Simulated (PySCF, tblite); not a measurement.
Species: C6H11NOSi.
Numbering: `[CH2:1]=[CH:2][C@@H:3]([CH2:4][CH3:5])[O:6][SiH2:7][C:8]#[N:9]` (hydrogens: H10, H11 on C1; H12 on C2; H13 on C3; H14, H15 on C4; H16, H17, H18 on C5; H19, H20 on Si7)

Cartesian coordinates in Å at the GFN2-xTB level; atoms count from 1:
```
atom  x, y, z in Å
C1    -0.297    1.916    1.031
C2    -0.255    0.973    0.110
C3     0.032   -0.471    0.393
C4    -1.150   -1.362   -0.009
C5    -2.381   -1.092    0.844
O6     1.162   -0.907   -0.331
Si7    2.603   -0.241   -0.598
C8     2.460    1.377   -1.538
N9     2.367    2.361   -2.119
H10   -0.142    1.699    2.075
H11   -0.496    2.944    0.781
H12   -0.402    1.204   -0.936
H13    0.241   -0.603    1.464
H14   -1.374   -1.182   -1.062
H15   -0.840   -2.403    0.095
H16   -3.202   -1.731    0.531
H17   -2.692   -0.054    0.747
H18   -2.172   -1.290    1.893
H19    3.202   -1.244   -1.462
H20    3.330    0.118    0.622
```

Method: PBE0/pcSseg-1 in PySCF (dipole) on a GFN2-xTB geometry, gas phase.

Masses are those of the commonest isotopes; rigid-rotor values at the optimised geometry. The values belong to one conformer with, in the numbering `[CH2:1]=[CH:2][C@@H:3]([CH2:4][CH3:5])[O:6][SiH2:7][C:8]#[N:9]`, C1–C2–C3–C4 119°, C2–C3–C4–C5 -66°, C2–C3–O6–Si7 44°, C3–O6–Si7–C8 -62°.

Q: What are A, B and C (MHz)?

A: Ia = 230.81, Ib = 606.62, Ic = 739.25 u·Å²; 505379 MHz·u·Å²/I gives A = 2190, B = 833.1, C = 683.6 MHz.

Q: What kind of rotor is it?

A: An asymmetric top. Ray's parameter κ = (2B − A − C)/(A − C) = -0.801; −1 is the prolate and +1 the oblate limit.

Q: Is it planar, by Δ = Ic − Ia − Ib?

A: Not planar: Δ = Ic − Ia − Ib = -98.18 u·Å². For a rigid frame Δ = −2 Σ m c², so Σ m c² = 49.09 u·Å² lies off the ab plane: 15.13 from hydrogen and 33.95 from heavier atoms. The atom farthest from that plane is 1.89 Å away.

Q: Give the other two planar moments, Paa and Pbb, and the rms extents of the mass along the axes.

A: Paa = Σ m a² = (Ib + Ic − Ia)/2 = 557.53 and Pbb = Σ m b² = (Ia + Ic − Ib)/2 = 181.72 u·Å². With the mass M = 141.06 u, the rms extents √(P/M) along a, b and c are 1.99, 1.14, 0.59 Å.

Q: Where do the levels up to J = 2 lie, in cm⁻¹?

A: Above 0(0,0):
J = 1: 1(0,1) 0.0506, 1(1,1) 0.0958, 1(1,0) 0.1008
J = 2: 2(0,2) 0.1514, 2(1,2) 0.1920, 2(1,1) 0.2070, 2(2,1) 0.3427, 2(2,0) 0.3431
Those of J = 1 are B + C, A + C and A + B.

Q: Which lines would a microwave search look for?

A: The dipole components are |μa| = 2.63 D, |μb| = 1.39 D, |μc| = 1.81 D. Intensities carry the squares of the components, which stand as 1.00 : 0.28 : 0.47 (a : b : c). Some lines, for components of 0.1 D or more:

```json
{"type": "c", "branch": "Q", "J(Ka,Kc)": "4(1,4) ← 4(0,4)", "MHz": "826", "lower level (cm⁻¹)": "0.500"}
{"type": "c", "branch": "Q", "J(Ka,Kc)": "2(1,2) ← 2(0,2)", "MHz": "1219", "lower level (cm⁻¹)": "0.151"}
{"type": "b", "branch": "Q", "J(Ka,Kc)": "1(1,0) ← 1(0,1)", "MHz": "1506", "lower level (cm⁻¹)": "0.051"}
{"type": "b", "branch": "R", "J(Ka,Kc)": "2(0,2) ← 1(1,1)", "MHz": "1665", "lower level (cm⁻¹)": "0.096"}
{"type": "c", "branch": "R", "J(Ka,Kc)": "1(1,0) ← 0(0,0)", "MHz": "3023", "lower level (cm⁻¹)": "0.000"}
{"type": "b", "branch": "Q", "J(Ka,Kc)": "5(2,3) ← 5(1,4)", "MHz": "3613", "lower level (cm⁻¹)": "0.841"}
{"type": "b", "branch": "Q", "J(Ka,Kc)": "2(2,1) ← 2(1,2)", "MHz": "4518", "lower level (cm⁻¹)": "0.192"}
{"type": "c", "branch": "R", "J(Ka,Kc)": "2(1,1) ← 1(0,1)", "MHz": "4689", "lower level (cm⁻¹)": "0.051"}
{"type": "b", "branch": "Q", "J(Ka,Kc)": "4(2,3) ← 4(1,4)", "MHz": "5061", "lower level (cm⁻¹)": "0.528"}
{"type": "a", "branch": "R", "J(Ka,Kc)": "5(0,5) ← 4(0,4)", "MHz": "7369", "lower level (cm⁻¹)": "0.500"}
{"type": "a", "branch": "R", "J(Ka,Kc)": "5(1,4) ← 4(1,3)", "MHz": "7900", "lower level (cm⁻¹)": "0.578"}
{"type": "b", "branch": "R", "J(Ka,Kc)": "3(2,1) ← 2(1,2)", "MHz": "9126", "lower level (cm⁻¹)": "0.192"}
{"type": "b", "branch": "R", "J(Ka,Kc)": "4(2,3) ← 3(1,2)", "MHz": "9911", "lower level (cm⁻¹)": "0.366"}
{"type": "c", "branch": "R", "J(Ka,Kc)": "4(2,3) ← 3(1,3)", "MHz": "10807", "lower level (cm⁻¹)": "0.336"}
{"type": "c", "branch": "R", "J(Ka,Kc)": "3(3,1) ← 2(2,1)", "MHz": "11713", "lower level (cm⁻¹)": "0.343"}
{"type": "c", "branch": "R", "J(Ka,Kc)": "5(2,4) ← 4(1,4)", "MHz": "12618", "lower level (cm⁻¹)": "0.528"}
{"type": "c", "branch": "Q", "J(Ka,Kc)": "5(5,1) ← 5(4,1)", "MHz": "12857", "lower level (cm⁻¹)": "1.524"}
{"type": "b", "branch": "R", "J(Ka,Kc)": "5(2,3) ← 4(1,4)", "MHz": "13004", "lower level (cm⁻¹)": "0.528"}
{"type": "c", "branch": "R", "J(Ka,Kc)": "5(3,3) ← 4(2,3)", "MHz": "14812", "lower level (cm⁻¹)": "0.697"}
{"type": "b", "branch": "R", "J(Ka,Kc)": "5(5,0) ← 4(4,1)", "MHz": "20466", "lower level (cm⁻¹)": "1.270"}
```

Q: Estimate the classical rotational partition function at 25 K, 100 K and 298.15 K.

A: Point group C1, symmetry number σ = 1; q = (√π/σ)·√((kT/h)³/(ABC)), k/h = 20836.6 MHz/K: 18900 at 25 K, 151000 at 100 K, 777000 at 298.15 K.

Its lowest GFN2-xTB frequency is 8 cm⁻¹, too small to tell a flat minimum from a shallow saddle. Constants of a rigid frame at the computed geometry: no zero-point averaging, no centrifugal distortion. A rigid rotor knows nothing of internal rotation, which can split or shift real lines. Quadrupole hyperfine structure (14N) is left out.
